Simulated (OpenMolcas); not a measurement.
Ag3+ among 6 point charges of -1.7 e arranged as a trigonal antiprism (D3d), with a polar angle of 59.7° against the regular 54.74°.

```json
{
  "Program": "OpenMolcas",
  "Method": "CASSCF",
  "Basis": "ANO-RCC-VDZP [6s5p3d1f]",
  "Scalar Hamiltonian": "DKH2, point nucleus",
  "Active space": "8 electrons in 5 orbitals (4d)",
  "State averaging": "2S+1 = 3 even, 10 roots; 2S+1 = 1 even, 15 roots",
  "Spin-orbit coupling": "state interaction with AMFI integrals over the reference wave functions"
}
```

All point charges move together. At R = 1.96 Å the first state of the same spin is 5723 cm-1, and at R = 2.05 Å it is 4609 cm-1.

Q: A third run gives 3322 cm-1. What distance was it run at?

A: With a power law R^-n the two known points give n = -ln(4609 / 5723) / ln(2.05 / 1.96) = 4.82. Then R = 1.96 × (5723 / 3322)^(1/4.82) = 2.194 Å. The run was at 2.19 Å, so the estimate is off by +0.004 Å.

Without dynamic correlation the repulsion within the d shell is too large (B by tens of per cent), so at a given field states of lower spin stand too high. Real 4d8 and 5d8 ions are as a rule square planar and diamagnetic. Point charges carry no covalency, so the field is a model and not that of real ligands. No measured value stands beside these numbers.
